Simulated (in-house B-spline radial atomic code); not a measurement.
A fraction x of an electron is removed from 6s in Ho⁺, starting from [Xe] 4f11 6s1 and keeping the highest spin. Computed with a radial B-spline atomic code at the basis-set limit: scalar-relativistic (X2C) SCAN, spin-polarised, spherical fractional occupations, Fermi nucleus of rms radius 5.2022 fm.

| x | E(x) - E(0) (eV) | 6s up level (eV) |
| --- | --- | --- |
| 0 | 0.0000 | -9.606 |
| 0.1 | 0.9865 | -10.123 |
| 0.22 | 2.2382 | -10.739 |
| 0.29 | 3.0024 | -11.093 |
| 0.48 | 5.1978 | -12.006 |
| 0.5 | 5.4388 | -12.098 |
| 0.59 | 6.5457 | -12.499 |
| 0.69 | 7.8188 | -12.954 |
| 0.81 | 9.4031 | -13.450 |
| 0.94 | 11.1849 | -13.943 |
| 1 | 12.0263 | - |

The exact functional would give a straight line between the two integer points. Deviations E(x) - E(0) - x[E(1) - E(0)], in eV: -0.216 at x = 0.1, -0.408 at x = 0.22, -0.485 at x = 0.29, -0.575 at x = 0.48, -0.574 at x = 0.5, -0.55 at x = 0.59, -0.479 at x = 0.69, -0.338 at x = 0.81, -0.12 at x = 0.94.

The curve lies below the straight line by up to 0.575 eV (at x = 0.48): convex, the delocalisation error that favours fractional charges.

How well does Slater's transition state (minus the level at half occupation) give the ionisation energy?

It gives 12.098 eV against 12.026 eV from the two total energies; NIST lists 11.78 eV, ground level to ground level.
